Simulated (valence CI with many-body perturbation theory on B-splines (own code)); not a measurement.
**Ir⁷²⁺: key properties**

Computed by configuration interaction combined with many-body perturbation theory (CI+MBPT): three valence electrons over a frozen Dirac-Fock core [He], a basis of 11 s, 11 p, 10 d, 8 f, 5 g, 2 h functions for each j, with the one-electron correlation potential Σ1 (screened to all orders), the two-electron term Σ2, the three-electron term Σ3, Breit, model QED; selected single and double excitations, second order for the rest, scaled by the run's own slope (own B-spline code, finite nucleus).

No measured spectrum was set against this ion. As an estimate, large intervals hold to a few tenths of a per cent, small ones and those within an open d or f shell to about a per cent.

Levels are named by their leading jj configuration (3d3/2^4 stands for four electrons in 3d with j = 3/2), which in mixed levels can hold well under half, so a name can repeat and another be missing.

Rates and lifetimes use the calculated energies. Strong lines usually hold to 10 to 20 %, long lifetimes can be off by a factor of two.

What is the ground level?

(2s^2 2p1/2) J=1/2, composition 100 % 2s2 2p 2P°, g = 0.610.

Name the longest-lived excited levels whose lifetime is computed, and their main decay.

(2s 2p1/2 2p3/2) J=5/2 at 2003 eV lives 102 ps, mostly by E1 to (2s^2 2p3/2) J=3/2; (2s 2p1/2^2) J=1/2 at 291 eV lives 35.4 ps, mostly by E1 to (2s^2 2p1/2) J=1/2; (2s^2 2p3/2) J=3/2 at 1756 eV lives 11.8 ps, mostly by E1 to (2s 2p1/2^2) J=1/2.

Among levels below 17048 eV, which E1 lines absorb most strongly from the ground level?

to (2s^2 3d3/2) J=3/2 at 0.1004 nm, f = 0.549; to (2s 2p1/2 3p1/2) J=3/2 at 0.1035 nm, f = 0.195; to (2s 2p1/2 2p3/2) J=3/2 at 0.5954 nm, f = 0.184.

Where does the other parity begin?

At (2s 2p1/2^2) J=1/2, 291 eV.

What is the ionisation energy?

20642 eV; NIST lists 20650 ± 70 eV (theoretical).

How well does LS coupling describe the low levels?

Among the lowest 20 levels the leading LS term, summed over configurations, holds 76 % on average. For single configurations the figures are 75 % in LS and 99 % in jj coupling. Terms mix most in the J = 1/2 level at 291 eV, where the leading one holds 49 %.
